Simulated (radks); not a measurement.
Effect of the nuclear size on the sulfur ion S+, [Ne] 3s2 3p3. All-electron calculation, Dirac Kohn-Sham, exchange-only LDA, spin-unpolarised, spherical densities, finite nucleus; open shells fill j = l - 1/2 first; Fermi nuclear charge, rms radius 3.2611 fm. Program: a radial shooting solver on a logarithmic mesh with Libxc functionals. The rms radius is varied about that value; shifts are against it.

\begin{tabular}{lrrrr}
rms radius (fm) & total energy shift (eV) & density at nucleus (e/bohr^3) & 1s1/2 shift (meV) & 2s1/2 shift (meV) \\ \hline
2.8437 & -0.00242 & 2930 & -1.02 & -0.071 \\
2.9546 & -0.00181 & 2928 & -0.759 & -0.053 \\
3.2611 & 0 & 2923 & 0.000 & 0.000 \\
3.5839 & 0.00209 & 2919 & 0.879 & 0.061 \\
3.8416 & 0.00391 & 2915 & 1.64 & 0.114 \\
\end{tabular}

Slopes of the eigenvalues against <r^2> in GHz/fm^2, as finite differences over the two radii next to the reference (eigenvalue slopes, not the field-shift constants of lines): 1s1/2 96.2, 2s1/2 6.72.
